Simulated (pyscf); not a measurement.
Structures and frequencies: ωB97X-D3(BJ)/def2-SVP in PySCF. Correlated levels are frozen-core, on RHF or UHF. ΔMP2 is the change of the MP2 total energy from the triple- to the quadruple-zeta basis.

Task: What is the homolytic dissociation enthalpy (298 K, CCSD(T)/def2-TZVPP + ΔMP2(QZVPP)) of the Bi–Ga bond of H₂Ga–BiH₂ (SMILES [GaH2][BiH2]), to GaH₂• + BiH₂•?

Result: Bi–Ga to GaH₂• + BiH₂•: 2.32 eV. The radicals are drawn with the spin at the cut bond; how far it spreads was not checked. The CCSD(T) − MP2 part came from Ansatz, without density fitting, on the same reference. The frozen core leaves the outer d or s,p core shells of the metals and heavy elements correlated in the MP2 and CC values, and def2-TZVPP describes them poorly, which can shift differences by a few kcal/mol. Elements up to Kr have no core potential and no relativistic terms here. Elements past Kr carry the def2 core potentials, without spin-orbit coupling.
